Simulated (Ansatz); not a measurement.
Coupled-cluster run, C2H7GeNSi, SMILES `[GeH3][NH]C1=C[SiH2]1`.

```yaml
crystal:
  periodic: [false, false, false]
  atoms:
    - {symbol: Ge, position_ang: [-1.332924, 1.041047, 1.398396]}
    - {symbol: N, position_ang: [-0.548201, 0.821478, -0.261927]}
    - {symbol: C, position_ang: [0.331050, -0.166223, -0.535611]}
    - {symbol: C, position_ang: [0.906609, -1.198026, 0.109742]}
    - {symbol: Si, position_ang: [1.465514, -1.109138, -1.591383]}
    - {symbol: H, position_ang: [-0.236329, 1.273294, 2.448746]}
    - {symbol: H, position_ang: [-2.247891, 2.264974, 1.262950]}
    - {symbol: H, position_ang: [-2.132837, -0.222370, 1.749848]}
    - {symbol: H, position_ang: [-0.765281, 1.452196, -1.013849]}
    - {symbol: H, position_ang: [0.877622, -1.624783, 1.103477]}
    - {symbol: H, position_ang: [2.796393, -0.570812, -1.979398]}
    - {symbol: H, position_ang: [0.963275, -2.016736, -2.656990]}
basis:
  gaussian: {orbitals: def2-TZVPP}
correlation: {method: ccsd_t}
output: {orbitals: {seedname: orbitals}}
```

```sh
$ ansatz run in.yaml --threads 4 --pin off --events-out ev --progress --plain
```

The program prints (abridged):

```
Functional definition: HF
  name "HF"
  cite "Fock, Z. Phys. 61, 126 (1930) doi:10.1007/BF01340294"
  parent pbe
  exchange = exact_x
  correlation = 0
1670 factors; integrals over basis functions are off by at most 9.1e-4 eV
mean field evaluation 1: about -67984.5480 eV, gradient 3.9e1 eV
mean field evaluation 2: about -67984.8586 eV, gradient 3.9e1 eV
mean field evaluation 4: about -67989.0705 eV, gradient 4.6e0 eV
mean field evaluation 8: about -67989.1503 eV, gradient 3.6e-1 eV
mean field -67989.15091800 eV, -2498.5552115347 hartree, gradient 5.5e-6 eV, S^2 0.000000; 0 other end points of the search recorded, 0 dependent functions left out
17 core orbitals not correlated: weight in the atoms' cores, before any rotation towards them, 1.000 or more for the frozen orbitals, at most 0.000 for the correlated occupied ones
reference -67989.15091800 eV, -2498.5552115347 hartree; 19, 19 occupied and 245, 245 virtual orbitals, 1670 factors
second order -24.58884563 eV of doubles, -0.00000000 eV of singles
cycle   1  -24.71401779 eV  change   -1.3e-1 eV  update   1.2e-1
cycle   2  -25.49589827 eV  change   -7.8e-1 eV  update   3.7e-2
cycle   3  -25.62951622 eV  change   -1.3e-1 eV  update   1.8e-2
cycle   4  -25.61461720 eV  change    1.5e-2 eV  update   4.7e-3
cycle   5  -25.61434547 eV  change    2.7e-4 eV  update   2.3e-3
cycle   6  -25.61465673 eV  change   -3.1e-4 eV  update   6.4e-4
cycle   7  -25.61428409 eV  change    3.7e-4 eV  update   2.6e-4
cycle   8  -25.61429283 eV  change   -8.7e-6 eV  update   8.0e-5
cycle   9  -25.61431883 eV  change   -2.6e-5 eV  update   2.9e-5
perturbative correction -1.13859770 eV, -0.0418426937 hartree
Total energy: -68015.90383453 eV, -2499.5383630833 hartree
```

Run time 5.6 min (4 threads of a server CPU on a shared host); peak host memory 8 GiB.

MP2 recovers 91.9 % of the CCSD(T) correlation energy and the triples give 4.3 %; T1 = 0.0129.
